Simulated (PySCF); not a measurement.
C6H6O, SMILES C#C[C@H]1COC1=C. Geometry optimised at PBE-D3(BJ)/def2-SVP. The structure was generated by enumeration; whether it is a known compound was not checked.

Computed with PySCF 2.14.0 with PBE-D3(BJ)/def2-SVP.

Harmonic wavenumbers (cm⁻¹): 101, 130, 207, 336, 406, 493, 582, 639, 657, 675, 693, 764, 799, 881, 917, 995, 1027, 1073, 1121, 1138, 1171, 1270, 1317, 1338, 1440, 1727, 2170, 2984, 2988, 3059, 3108, 3215, 3408. Rotational constants (GHz): 4.616, 2.215, 1.620; symmetry number 1.

Question: Work out the zero-point energy and the ideal-gas rigid-rotor harmonic-oscillator thermochemistry at 298.15 K and 1 atm.

Answer: ZPE = ½ Σ hcν = ½ × 42831 cm⁻¹ = 61.23 kcal/mol. H − E(el) = 66.13 kcal/mol. Entropy in cal/(mol K): translation 39.54, rotation 27.36, vibration 14.40, total 81.31. G − E(el) = 41.89 kcal/mol. Cp = 27.33 cal/(mol K). Modes under 150 cm⁻¹ make the vibrational entropy uncertain.
